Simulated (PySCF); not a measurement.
**From computed data to an observable: dipole moment from atomic charges**

C2H2Cl2, SMILES C(/Cl)=C/Cl. Atoms are numbered in the order given.

```xyz
6

Cl     0.0000     1.6263    -0.4544
C      0.0000     0.6663     0.9695
C      0.0000    -0.6663     0.9695
Cl     0.0000    -1.6263    -0.4544
H      0.0000     1.2258     1.9077
H      0.0000    -1.2258     1.9077
```

Geometry optimised at ωB97X-D3(BJ)/def2-SVP.

Charges (e) from PySCF with CAM-B3LYP/def2-TZVPD:

| atom | ESP fit | IAO |
|---|---|---|
| Cl1 | -0.022 | -0.001 |
| C2 | -0.176 | -0.178 |
| C3 | -0.176 | -0.178 |
| Cl4 | -0.022 | -0.001 |
| H5 | 0.198 | 0.179 |
| H6 | 0.198 | 0.179 |

The dipole moment of the full density is 1.91 D.

Question: What dipole moment does each set of point charges give, and which comes closer to that of the density?

Answer: 
μ = Σ q r, and 1 e Å = 4.8032 D.
ESP fit: Σ q r = (0.000, 0.000, 0.434) e Å, |μ| = 2.09 D.
IAO: Σ q r = (0.000, 0.000, 0.339) e Å, |μ| = 1.63 D.
ESP fit comes closer in size. Point charges leave out the atoms' own dipoles (lone pairs, polarised bonds); fits to the potential absorb them, partitions of the density don't.
